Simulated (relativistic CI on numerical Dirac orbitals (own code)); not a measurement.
**Pb: q coefficients and field-shift factors**

Calculated at this level of theory: Dirac-Coulomb-Breit CI, separate exchange-only KLI orbitals for each configuration, valence Slater integrals scaled by 0.85, P86 correlation energy added to each configuration, derivatives by finite differences, QED left out (own radial code, finite nucleus).

CI space (outside the closed core [Xe] 4f14 5d10): 6s²6p², 6s²6p7s, 6s²6p7p, 6s²6p6d, 6s²6p8s, 6s²6p7d, 6s6p³, 6s²6p5f. Levels of other configurations are missing.

With x = (α/α₀)² − 1 an excitation energy changes as ω = ω₀ + qx; K = 2q/ω₀ is the relative enhancement. Terms are leading LS components, so labels can repeat. The field-shift factor is F = δν/δ⟨r²⟩ for the transition from the lowest level.

Lowest level 6s²6p² ³P0.

```
       Level  ω₀ (cm⁻¹)  q (cm⁻¹)      K  F (GHz/fm²)
  6s²6p² ³P1     7437.4     12690   3.41        -2.18
  6s²6p² ³P2    10768.3     13710   2.55        -2.06
  6s²6p² ¹D2    22134.9     28470   2.57        -4.59
  6s²6p² ¹S0    31006.9     27580   1.78        -3.19
6s²6p7s ³P°0    35234.7      2924  0.166         21.5
6s²6p7s ³P°1    35606.9      2990  0.168         21.1
 6s²6p7p ³D1    43077.4      4072  0.189         14.2
 6s²6p7p ³P0    44521.4      4263  0.192           14
 6s²6p7p ³P1    44569.5      5314  0.238         13.7
 6s²6p7p ³D2    44728.3      5452  0.244         13.6
6s²6p6d ³F°2    45703.5      6418  0.281           13
6s²6p6d ³D°2    46016.4      6900    0.3         10.6
6s²6p6d ³D°1    46286.7      7458  0.322         12.6
```

Correlation outside the listed configurations is missing or only estimated: errors of thousands of cm⁻¹ between configurations and terms are usual at this charge. Rates and lifetimes follow the computed energies and can be off by large factors. The fine structure of a lone outer electron comes out too small, for d and f at times inverted, and misplaced configurations move strength between like terms.
